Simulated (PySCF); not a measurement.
C₆H₁₆N₂, singlet, at a GFN2-xTB geometry. Base run: DF-HF/def2-SVP in PySCF.

The PySCF input:
```python
from pyscf import gto, scf

mol = gto.M(
    atom='''
C     2.41516844   -1.12686093    0.94830090
N     1.34850325   -0.29983269    0.42831183
C     1.86279536    0.91719718   -0.16197953
C     0.51292923   -1.05704265   -0.48430524
C    -0.67508306   -0.26642563   -1.04320054
N    -1.31094644    0.60636413   -0.07452281
C    -1.76272826   -0.10046876    1.10462197
C    -2.38765336    1.35143374   -0.68910597
H     2.98240896   -0.55579652    1.68182244
H     1.98931009   -1.99925753    1.44366294
H     3.10776160   -1.47689264    0.16450453
H     1.02829265    1.57379002   -0.39206355
H     2.44865870    0.73157661   -1.07729691
H     2.50409915    1.41518187    0.56354713
H     0.14390305   -1.92813636    0.06502865
H     1.09348761   -1.43575956   -1.34912948
H    -0.33552784    0.36413175   -1.87015395
H    -1.39196321   -1.00034081   -1.46254152
H    -0.89807506   -0.51097913    1.61872671
H    -2.25641400    0.60637660    1.76967255
H    -2.47077017   -0.91204615    0.86900461
H    -3.20237675    0.70466205   -1.05578897
H    -1.99863244    1.92317031   -1.53148044
H    -2.79963018    2.04760171    0.03997254
''',
    basis='def2-svp',
    verbose=4,
)

mf = scf.RHF(mol)
mf = mf.density_fit(auxbasis='def2-universal-jkfit')
mf.kernel()
```

Each row names what was changed in the base input (with any setting that the change needs).

| change | ΔE vs base (µEh) | SCF cycles |
|---|---|---|
| base | 0.0 | 10 |
| conv_tol = 1e-12 | 0.0 | 13 |
| conv_tol_grad = 1e-3 | 0.0 | 10 |
| level_shift = 1.0 (with mf.max_cycle = 100) | 0.0 | 20 |
| init_guess = sap | 0.0 | 12 |
| conv_tol_grad = 1e-7 | 0.0 | 13 |
| init_guess = mod_huckel | 0.0 | 10 |
| diis_space = 12 | 0.0 | 10 |
| solver = newton | 0.0 | - |
| init_guess = huckel | 0.0 | 10 |
| conv_tol = 1e-7 | 0.0 | 8 |
| diis_space = 20 | 0.0 | 10 |
| solver = newton; init_guess = 1e | 0.0 | - |
